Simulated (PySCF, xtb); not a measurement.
C₃H₈BeSe, SMILES C[CH]([Be][SeH])C.

GFN2-xTB in xtb at its own geometry gives an orbital gap of 3.91 eV and a dipole moment of 2.15 D.

Geometry optimised at ωB97X-D3(BJ)/def2-SVP. One conformer was computed; it need not be the lowest.

Problem. What does PBE/def2-TZVP (PySCF) give? (An estimate is asked for; the answer gives what the named calculation found.)

Solution. gap 4.57 eV (levels -6.08 and -1.51 eV), dipole 0.89 D.
